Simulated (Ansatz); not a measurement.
Reaction (formal exchange of groups at a C–C bond): `BCC1CC=N1` + `F[SiH2]Cl` → `BC[SiH](F)Cl` + `C1=NCC1`

Isolated molecules relaxed with PBE0-D4/def2-TZVP in Ansatz; ΔE leaves out vibrations. CCSD(T)/CBS adds triple-zeta CCSD(T) − MP2 to the extrapolated MP2 energy (def2 sets, frozen cores). This one scheme is used for every species. Functionals use def2-TZVPP. B3LYP here is the variant with VWN-RPA as its local correlation; programs differ in this. Each species was taken in one conformer, which may not be the lowest.

`BCC1CC=N1`:

Z-matrix (Å, degrees):
```
C
C 1 1.509
B 1 1.554 2 115.7
H 1 1.107 2 109.4 3 115.4
H 1 1.096 2 110.9 3 -129.6
C 2 1.553 1 119.1 3 169.9
N 2 1.492 1 112.7 3 68.2
H 2 1.094 1 110.6 3 -55.7
H 3 1.198 1 120.4 2 -159.9
H 3 1.198 1 120.6 2 24.5
C 6 1.495 2 80.8 1 -115.8
H 6 1.093 2 116.9 1 128.9
H 6 1.093 2 115.2 1 -1.4
H 11 1.090 6 133.9 2 -179.4
```

`F[SiH2]Cl`:

Cartesian coordinates in Å:
```
F -0.496 -1.482 0.305
Si 0.103 -0.032 0.055
Cl -1.283 1.092 -0.925
H 1.298 -0.166 -0.800
H 0.378 0.588 1.365
```

`BC[SiH](F)Cl`:

```xyz
10

B     0.225   -1.224    0.966
C     0.463   -0.529   -0.391
Si   -0.315    1.156   -0.417
F    -0.176    1.759   -1.884
Cl   -2.309    1.045    0.013
H    -0.661   -2.013    1.104
H     0.904   -0.946    1.912
H     0.040   -1.058   -1.251
H     1.521   -0.299   -0.572
H     0.308    2.109    0.520
```

`C1=NCC1`:

```xyz
9

C     0.815   -0.807    0.049
N    -0.145   -1.167   -0.717
C    -0.854    0.109   -0.449
C     0.312    0.536    0.475
H     1.713   -1.384    0.272
H    -0.994    0.709   -1.351
H    -1.820   -0.041    0.037
H     0.899    1.397    0.148
H     0.074    0.648    1.535
```

```tsv
level	ΔE (kcal/mol)	difference from CCSD(T)/CBS
PBE-D4	-14.2	-1.1
r2SCAN-D4	-14.6	-1.5
PBE0-D4	-14.1	-1.0
B3LYP-D4	-13.5	-0.4
ωB97X-V	-13.0	0.1
ωB97M-V	-13.9	-0.8
B2PLYP	-13.2	-0.1
PBE	-14.2	-1.1
r2SCAN	-14.6	-1.5
PBE0	-14.1	-1.0
B3LYP	-13.4	-0.3
HF/def2-TZVPP	-11.8	1.3
MP2/def2-TZVPP	-12.8	0.3
SCS-MP2/def2-TZVPP	-12.2	0.9
CCSD/def2-TZVPP	-12.7	0.4
CCSD(T)/def2-TZVPP	-12.8	0.3
HF/def2-QZVPP	-11.7	1.4
MP2/def2-QZVPP	-13.0	0.1
SCS-MP2/def2-QZVPP	-12.3	0.8
HF/CBS(def2)	-11.7	1.4
MP2/CBS(def2)	-13.1	0.0
CCSD/CBS(def2)	-13.0	0.1
CCSD(T)/CBS	-13.1	0
```

Largest T1 diagnostic among the species: 0.011.

In def2-TZVPP, CCSD(T) changes the Hartree–Fock value by −1.1 kcal/mol (the triples alone add −0.1 kcal/mol) and MP2 by −1.1 kcal/mol.
